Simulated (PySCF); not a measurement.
# Al: excitation energy

Al [Ne] 3s2 3p1 (2P) → Al [Ne] 3s1 3p1 3d1 (high-spin determinant), as a difference of total energies. All numbers are calculated (PySCF 2.14, scalar relativity by spin-free X2C-1e, in aug-cc-pCVTZ-DK with one added diffuse shell each of s, p, d, f type (9s8p6d4f, 91 functions)). Correlated levels: nothing frozen. The calculations carry no spin-orbit coupling.

| method | excitation energy (eV) |
| --- | --- |
| UHF | 7.451 |
| MP2 (all electrons) | 8.435 |
| SCS-MP2 (all electrons) | 8.639 |
| CCSD (all electrons) | 8.593 |
| CCSD(T) (all electrons) | 8.607 |

How much does correlation contribute at CCSD(T) (all electrons)?

8.607 − (7.451) = 1.156 eV, measured against UHF.

The upper state lies above the first ionisation limit, but in LS coupling its spin forbids autoionisation to the ground ion.

The promoted electron is Rydberg-like, and one or two diffuse shells describe it only roughly, which tends to raise the upper state.

The coupled-cluster amplitudes are large for the upper state (T1 above 0.03 or a double amplitude above 0.15), so a single reference is strained.

The determinant of the upper state mixes LS terms, which raises its energy above the lowest term, most at the Hartree-Fock and MP2 levels.
